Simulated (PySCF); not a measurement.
3-bromoanisole, C7H7BrO.
Bonds: C1–O2, O2–C3, C3–C4 (aromatic), C4–C5 (aromatic), C5–C6 (aromatic), C6–C7 (aromatic), C7–Br8, C7–C9 (aromatic), C3–C9 (aromatic). Hydrogens: H10, H11, H12 on C1; H13 on C4; H14 on C5; H15 on C6; H16 on C9.

Computed with PySCF 2.14.0, PBE0-D3(BJ)/def2-SVP geometry optimisation, gas phase.

**Question.** What internal coordinates does the optimisation give?

**Answer.** 
```csv
bond,length (Å),order
C1–O2,1.401,single
O2–C3,1.346,single
C3–C4,1.402,aromatic
C4–C5,1.387,aromatic
C5–C6,1.397,aromatic
C6–C7,1.390,aromatic
C7–Br8,1.889,single
C7–C9,1.396,aromatic
C3–C9,1.399,aromatic
"C1–H10, C1–H11, C1–H12",1.102,single
C4–H13,1.091,single
C5–H14,1.093,single
C6–H15,1.090,single
C9–H16,1.089,single
```

Bonds in one row agree within 0.01 Å and their mean is given. Orders are formal, as drawn. A selection of angles:
```csv
angle,degrees
C1–O2–C3,119.0
O2–C3–C4,116.4
O2–C3–C9,123.8
C4–C3–C9,119.9
C3–C4–C5,119.9
C4–C5–C6,121.1
C5–C6–C7,118.1
C6–C7–Br8,119.4
C6–C7–C9,122.1
Br8–C7–C9,118.5
C3–C9–C7,118.8
```

Torsions: C1–O2–C3–C4 180° (antiperiplanar).

The C–O distances run from 1.346 Å (O2–C3, drawn single) to 1.401 Å (C1–O2, drawn single), a spread of 0.055 Å. The 9 heavy atoms lie in one plane (0.000 Å rms). Of the pairs four or more bonds apart, C1···H16 is among the closest relative to their van der Waals radii: 2.53 Å, 87 % of the sum of Bondi's values. The 6-membered ring C3–C4–C5–C6–C7–C9 has internal angles of 118.1° to 122.1° (sum 720°, against 720° for a flat polygon); it is planar, 0.00 Å rms from its mean plane, widest ring torsion 0°.

Point group: Cs (every atom within 0.08 Å of its image). No PBE0-D3(BJ)/def2-SVP frequencies stand behind this structure, so it isn't proved a minimum. One conformer, not necessarily the lowest.
